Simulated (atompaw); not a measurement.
# lutetium (Lu): PAW (atompaw) pseudisation with PBE, scalar-relativistic reference atom.

lutetium (Lu), PAW, made with atompaw 4.2.0.5 (PBE, scalar-relativistic). Core [Kr] 4d10, reference 4f14 5s2 5p6 5d1 6s1 6p0 (charge +1). Waves: 5s (bound): rc 2.15 bohr; 6s (bound): rc 3.00 bohr; 5p (bound): rc 2.00 bohr; 6p (bound, empty): rc 2.60 bohr; 5d (bound): rc 3.00 bohr; 5d channel at 2.6 Ry: rc 3.00 bohr; 4f (bound): rc 1.30 bohr; 4f channel at -0.8 Ry: rc 1.30 bohr. Local part: troulliermartins scheme with l = 4 at 0 Ry, radius 2.70 bohr. Core correction: smooth core density matched at 2.40 bohr. Augmentation charge: besselshape compensation charge, radius 1.32 bohr; PAW radius 3.00 bohr; waves and projectors: custom polynom2 7 10 vanderbiltortho.

All-electron outer shells of the reference configuration (PBE, scalar-relativistic, ld1.x):

```json
{"shell": "4p", "level (eV)": "-364.89", "outermost node (bohr)": "0.25", "outermost maximum (bohr)": "0.47"}
{"shell": "4d", "level (eV)": "-198.62", "outermost node (bohr)": "0.23", "outermost maximum (bohr)": "0.48"}
{"shell": "5s", "level (eV)": "-67.77", "outermost node (bohr)": "0.57", "outermost maximum (bohr)": "1.04"}
{"shell": "5p", "level (eV)": "-38.38", "outermost node (bohr)": "0.61", "outermost maximum (bohr)": "1.19"}
{"shell": "4f", "level (eV)": "-16.33", "outermost node (bohr)": "–", "outermost maximum (bohr)": "0.47"}
{"shell": "6s", "level (eV)": "-10.21", "outermost node (bohr)": "1.41", "outermost maximum (bohr)": "2.93"}
{"shell": "5d", "level (eV)": "-7.87", "outermost node (bohr)": "0.68", "outermost maximum (bohr)": "1.80"}
{"shell": "6p", "level (eV)": "-6.02", "outermost node (bohr)": "1.71", "outermost maximum (bohr)": "3.81"}
```

Does the potential have ghost states?

Ghost state, extra bound levels that the all-electron valence spectrum of the same l lacks: s at -18.2 eV. A true bound ghost makes a file unfit for plane-wave use.

Is the overlap operator S = 1 + Σ q|β⟩⟨β| positive definite (Bessel basis up to 400 Ry)?

Yes: its lowest eigenvalue is 0.38 (s channel).
